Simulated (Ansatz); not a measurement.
PBE exchange is replaced step by step with exact exchange (0 % is PBE, 25 % PBE0; no dispersion term), basis def2-SVP, Ansatz. System: Ga₄O₁₂H₁₂, a hydroxylated oxide cluster. Charge 0, multiplicity 1. Geometry: r2SCAN-D4/def2-SVP.

Geometry of the singlet:

```csv
atom,x (Å),y (Å),z (Å)
Ga1,0.1405,-1.2299,-0.5448
Ga2,2.6898,0.1841,-0.6863
Ga3,-1.9501,1.3547,-0.5628
Ga4,-1.2159,-0.4091,2.0189
O5,2.3521,1.4342,0.6165
O6,2.0788,-1.5194,-0.0461
O7,4.3326,0.2805,-1.3735
O8,-0.1929,-2.6855,-1.5847
O9,-1.4840,-0.4350,3.7775
O10,0.1346,0.2384,0.9516
O11,-0.8780,-2.0081,1.1041
O12,1.1020,0.1347,-1.6804
O13,-0.4605,2.3220,-0.9657
O14,-2.4038,0.8558,1.2590
O15,-1.5981,-0.4178,-1.0735
O16,-3.5241,1.9527,-1.1764
H17,3.1051,1.9183,0.9741
H18,2.2980,-1.8196,0.8448
H19,4.4613,-0.2880,-2.1430
H20,0.6188,-3.1327,-1.8517
H21,-1.1031,-1.2097,4.2098
H22,0.9453,0.7911,1.1243
H23,-1.5443,-2.6415,0.8043
H24,0.5897,0.9840,-1.6617
H25,0.1619,2.3930,-0.2257
H26,-3.3339,0.9602,1.5018
H27,-1.8836,-0.7756,-1.9253
H28,-3.4381,2.7683,-1.6851
```

```json
{"exact exchange (%)": "0", "HOMO (eV)": "-5.67", "LUMO (eV)": "-1.63", "gap (eV)": "4.04"}
{"exact exchange (%)": "5", "HOMO (eV)": "-6.02", "LUMO (eV)": "-1.45", "gap (eV)": "4.57"}
{"exact exchange (%)": "10", "HOMO (eV)": "-6.37", "LUMO (eV)": "-1.27", "gap (eV)": "5.10"}
{"exact exchange (%)": "15", "HOMO (eV)": "-6.72", "LUMO (eV)": "-1.09", "gap (eV)": "5.64"}
{"exact exchange (%)": "25", "HOMO (eV)": "-7.44", "LUMO (eV)": "-0.73", "gap (eV)": "6.72"}
{"exact exchange (%)": "35", "HOMO (eV)": "-8.17", "LUMO (eV)": "-0.36", "gap (eV)": "7.81"}
{"exact exchange (%)": "50", "HOMO (eV)": "-9.28", "LUMO (eV)": "0.18", "gap (eV)": "9.46"}
```
